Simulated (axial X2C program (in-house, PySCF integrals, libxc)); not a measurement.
# Which molecule gave these maps?

PBE0 fields computed with an in-house all-electron X2C program for linear molecules (integrals from PySCF), 2c, near the equilibrium distance, one atom at z = 0.

The maps cover the half plane through the axis: z from -2.4 to 4.8 Å along the bond, ρ from 0.15 to 2.25 Å away from it.

log10 of the density in e/bohr³:

```
 ρ\z  -2.4  -1.8  -1.2  -0.6   0.0   0.6   1.2   1.8   2.4   3.0   3.6   4.2   4.8
0.15  -2.9  -2.1  -1.3  -0.2   1.8  -0.2  -1.0  -0.9   1.1  -0.9  -1.5  -2.2  -3.0
0.45  -2.9  -2.2  -1.4  -0.6   0.4  -0.6  -1.1  -1.1  -0.3  -1.1  -1.6  -2.3  -3.0
0.75  -3.0  -2.3  -1.6  -1.0  -0.6  -1.0  -1.3  -1.3  -1.2  -1.3  -1.7  -2.4  -3.1
1.05  -3.1  -2.4  -1.8  -1.3  -1.1  -1.3  -1.6  -1.6  -1.4  -1.5  -2.0  -2.5  -3.2
1.35  -3.3  -2.6  -2.1  -1.6  -1.5  -1.6  -1.8  -1.8  -1.7  -1.8  -2.2  -2.7  -3.3
1.65  -3.5  -2.9  -2.3  -2.0  -1.8  -2.0  -2.1  -2.2  -2.1  -2.2  -2.5  -2.9  -3.5
1.95  -3.6  -3.1  -2.6  -2.3  -2.2  -2.3  -2.5  -2.5  -2.4  -2.5  -2.8  -3.2  -3.6
2.25  -3.8  -3.4  -3.0  -2.7  -2.6  -2.6  -2.8  -2.8  -2.8  -2.8  -3.0  -3.4  -3.8
```

Electron localisation function (collinear form, no current term, damped to 0 at low density):

```
 ρ\z  -2.4  -1.8  -1.2  -0.6   0.0   0.6   1.2   1.8   2.4   3.0   3.6   4.2   4.8
0.15  0.16  0.56  0.67  0.48  0.77  0.47  0.73  0.06  0.51  0.07  0.93  0.79  0.27
0.45  0.15  0.55  0.72  0.28  0.76  0.25  0.73  0.16  0.50  0.23  0.93  0.77  0.25
0.75  0.13  0.52  0.76  0.39  0.27  0.32  0.69  0.54  0.16  0.84  0.92  0.72  0.21
1.05  0.10  0.46  0.75  0.71  0.49  0.62  0.61  0.60  0.77  0.92  0.89  0.65  0.15
1.35  0.07  0.38  0.70  0.80  0.76  0.69  0.50  0.50  0.78  0.89  0.82  0.54  0.10
1.65  0.04  0.28  0.60  0.75  0.75  0.62  0.37  0.38  0.67  0.80  0.72  0.39  0.06
1.95  0.02  0.17  0.47  0.64  0.65  0.48  0.24  0.25  0.51  0.66  0.56  0.23  0.03
2.25  0.01  0.08  0.29  0.48  0.49  0.32  0.13  0.15  0.34  0.46  0.35  0.11  0.01
```

Axial spin density in 10⁻³ e/bohr³:

```
 ρ\z  -2.4  -1.8  -1.2  -0.6   0.0  0.6   1.2   1.8    2.4   3.0   3.6   4.2   4.8
0.15   0.0   0.1   0.5   0.2  -0.9  0.1   0.4  -0.3  -84.3   2.5   2.2   0.6   0.1
0.45   0.0   0.1   0.1   0.0   0.2  0.5   0.0  -4.1   -1.8  -2.7   0.6   0.3   0.1
0.75   0.0   0.0  -0.2  -1.0  -0.9  0.9  -0.3  -6.8  -13.4  -7.2  -1.0   0.0   0.0
1.05   0.0  -0.1  -0.4  -1.2  -0.8  0.9  -0.4  -5.7  -11.5  -6.9  -1.6  -0.2   0.0
1.35   0.0  -0.1  -0.3  -0.8  -0.4  0.6  -0.3  -3.6   -6.8  -4.7  -1.5  -0.3  -0.1
1.65   0.0  -0.1  -0.2  -0.4  -0.1  0.3  -0.2  -2.0   -3.6  -2.8  -1.1  -0.3  -0.1
1.95   0.0  -0.1  -0.1  -0.2   0.0  0.2  -0.1  -1.0   -1.8  -1.5  -0.7  -0.2  -0.1
2.25   0.0   0.0  -0.1  -0.1   0.0  0.1  -0.1  -0.5   -0.9  -0.8  -0.5  -0.2  -0.1
```

Problem. Which molecule is it?
A. SeH
B. SrN
C. SiTe⁻
D. BaB⁻

Solution. C. SiTe⁻, with Te at z = 0 and Si at z = 2.404 Å, state Ω = 1/2 (⟨Sz⟩ = -0.50, ⟨Lz⟩ = 1.00 at PBE0), basis Te dyall-acv3z [12s13p9d5f1g], Si dyall-av3z [9s8p3d2f] (cores contracted in-house). The state is a single determinant with fixed occupations, the lowest that a limited PBE0 search found. Density functionals use the spin component along the axis (collinear). Without a current term, density functionals place determinants with orbital angular momentum somewhat too high. The highest occupied level of some functionals is positive through self-interaction error; at Hartree–Fock it is bound. The determinant is spin-polarised beyond a pure state at some levels (its spin-free form has ⟨S²⟩ too high), which makes Re and μ there less reliable.
